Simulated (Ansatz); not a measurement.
Ansatz (a program for electronic structure) input (B2PLYP/def2-TZVPD):

Ansatz 0.2 input:
```yaml
crystal:
  periodic: [false, false, false]
  atoms:
    - {symbol: Si, position_ang: [-0.14069887, -0.56090446, -0.05555199]}
    - {symbol: N, position_ang: [1.37252960, 0.56019948, -0.48180579]}
    - {symbol: N, position_ang: [-1.31019904, 0.40125249, 0.65502273]}
    - {symbol: H, position_ang: [0.51017148, -1.50255789, 0.85955994]}
    - {symbol: H, position_ang: [-0.47629952, -1.03108119, -1.40242960]}
    - {symbol: H, position_ang: [1.75715854, 1.00485851, 0.35429602]}
    - {symbol: H, position_ang: [1.11294280, 1.31275678, -1.12289822]}
    - {symbol: H, position_ang: [-1.42321252, 0.49354423, 1.65351261]}
    - {symbol: H, position_ang: [-2.08072600, 0.80779805, 0.14582652]}
    - {symbol: H, position_ang: [2.13343548, 0.03718010, -0.92265797]}
basis:
  gaussian:
    orbitals: def2-TZVPD
hamiltonian:
  xc: {name: B2PLYP}
total_charge: 1
magnetization: {spin_polarized: false}
correlation: {electrons: outside_noble_gas}
```

End of the output:

```
integrals: 0.22 GiB planned
1276 factors; integrals over basis functions are off by at most 1.2e-3 eV
0.27 GiB of the device are held for the grids
0.94 GiB of device memory are held for the factors and their scratch space
mean field: 0.97 GiB planned
mean field evaluation 1: about -10945.1029 eV, gradient 8.4e1 eV
mean field evaluation 2: about -10945.1209 eV, gradient 8.4e1 eV
mean field evaluation 4: about -10957.5998 eV, gradient 6.9e0 eV
mean field evaluation 8: about -10957.6991 eV, gradient 3.1e-1 eV
mean field evaluation 16: about -10957.6994 eV, gradient 2.1e-5 eV
mean field -10957.69940453 eV, -402.6880257209 hartree, gradient 4.1e-6 eV, S^2 0.000000; 0 other end points of the search recorded, 0 dependent functions left out
7 core orbitals not correlated
reference -10957.69956575 eV, -402.6880316457 hartree; 10, 10 occupied and 163, 163 virtual orbitals, 1276 factors
second order -17.71961240 eV of doubles, -0.00000000 eV of singles
Total energy: -10962.48386110 eV, -402.8638512569 hartree
```

It need not be the lowest isomer of its formula.
